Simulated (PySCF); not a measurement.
C5H7FO.

```xyz
14

C      2.3339     0.1773     0.3497
C      0.8619    -0.0480     0.6183
O      0.3251     0.3175     1.6403
C      0.0980    -0.7338    -0.4822
C     -1.3414    -1.1308    -0.1946
C     -1.0742     0.0120    -1.0945
F     -1.3374     1.2738    -0.6633
H      2.7911     0.7084     1.1942
H      2.8459    -0.7871     0.1935
H      2.4614     0.7630    -0.5759
H      0.6943    -1.3327    -1.1766
H     -1.7309    -2.0629    -0.6107
H     -1.6665    -0.8689     0.8166
H     -1.2293    -0.0836    -2.1747
```

The structure is a stationary point at B3LYP-D3(BJ)/def2-SVP. One conformer was computed; it need not be the lowest.

Calculation: PBE/pcSseg-1 (PySCF). Non-relativistic, no solvent.

Question: Give the absolute GIAO shielding of each atom: isotropic value and principal components (ppm). (Estimate from the structure and the level; the computed values follow.)

Answer: 
```csv
atom,σ(iso),σ11,σ22,σ33,span
C1,145.6,124.7,125.4,186.7,62.0
C2,-19.6,-99.8,-53.4,94.5,194.3
O3,-317.2,-885.7,-409.3,343.5,1229.3
C4,148.6,109.8,138.1,198.0,88.2
C5,164.7,142.9,160.8,190.5,47.6
C6,99.9,53.2,79.5,167.0,113.8
F7,389.3,360.6,375.2,432.2,71.6
H8,29.2,26.1,27.2,34.1,8.0
H9,28.8,26.0,28.2,32.1,6.2
H10,28.7,25.6,28.8,31.6,6.0
H11,29.3,23.9,28.9,35.0,11.1
H12,30.4,25.2,26.7,39.3,14.1
H13,29.2,24.6,27.5,35.4,10.8
H14,26.7,22.0,26.1,32.0,10.0
```
